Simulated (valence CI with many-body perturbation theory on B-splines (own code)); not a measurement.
Re³⁴⁺ in brief

Calculated by valence CI with perturbative core correlation (CI+MBPT): five valence electrons over a frozen Dirac-Fock core [Kr], radial functions for each j: 7 s, 7 p, 8 d, 6 f, 4 g, 1 h, with the one-electron correlation potential Σ1, the two-electron term Σ2, the three-electron term Σ3, Breit, model QED; selected CI, second order for the rest, scaled by the run's own slope (own B-spline code, finite nucleus).

The last digits are not significant, and no measured levels were compared; by estimate large intervals hold to a few tenths of a per cent, small ones and those within an open d or f shell to about a per cent. The list stops below the first excitations out of the core.

Levels are named by their leading jj configuration (3d3/2^4 stands for four electrons in 3d with j = 3/2), which in mixed levels can hold well under half, so a name can repeat and another be missing.

Rates and lifetimes use the calculated energies. Strong lines usually hold to 10 to 20 %, long lifetimes can be off by a factor of two.

**Question.** What is the ground level?

**Answer.** (4d3/2^4 4d5/2) J=5/2, composition 28 % 4d⁵ ⁴P + 22 % 4d⁵ ²D + 15 % 4d⁵ ⁶S, g = 1.356.

**Question.** How well does LS coupling describe the low levels?

**Answer.** Among the lowest 20 levels the leading LS term, summed over configurations, holds 48 % on average. For single configurations the figures are 48 % in LS and 94 % in jj coupling. Terms mix most in the J = 5/2 level at 0.000 eV, where the leading one holds 28 %.

**Question.** What is the ionisation energy?

**Answer.** 1455.7 eV; NIST lists 1454 ± 5 eV (theoretical).
